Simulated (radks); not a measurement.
Values are calculated unless marked as measured or tabulated.
Species: Eu. Configuration: [Xe] 4f7 6s1 5d1 (not the ground configuration).

Code: a radial shooting solver on a logarithmic mesh with Libxc functionals. Model: scalar-relativistic Kohn-Sham, r2SCAN, spin-unpolarised, spherical densities, finite nucleus; meta-GGA in the generalised Kohn-Sham scheme; Fermi nuclear charge, rms radius 5.1115 fm.

Energy parts (eV):
| part | energy |
|---|---|
| total | -295089.31 |
| kinetic | 316114.27 |
| electron-nucleus | -719269.64 |
| Hartree | 114663.84 |
| exchange-correlation | -6597.78 |

Orbitals (lengths in bohr, moments of r in powers of bohr; r(max) is where P^2 peaks):
orbital,occ.,eigenvalue (eV),r(max)
1s,2,-48436.50,0.01420
2s,2,-7974.623,0.08051
2p,6,-7101.771,0.06514
3s,2,-1762.292,0.2286
3p,6,-1489.198,0.2242
3d,10,-1124.127,0.1840
4s,2,-353.1213,0.5275
4p,6,-262.8164,0.5503
4d,10,-136.5139,0.5732
5s,2,-45.0575,1.236
5p,6,-23.7601,1.405
6s,1,-3.2258,3.803
4f,7,-1.5845,0.5921
5d,1,-0.9457,2.168

The highest occupied level is 5d at -0.946 eV. Summed over all electrons, <r^2> = 83.98 bohr^2, which gives a Langevin (diamagnetic) susceptibility term of -66.5 x 10^-6 cm^3/mol.
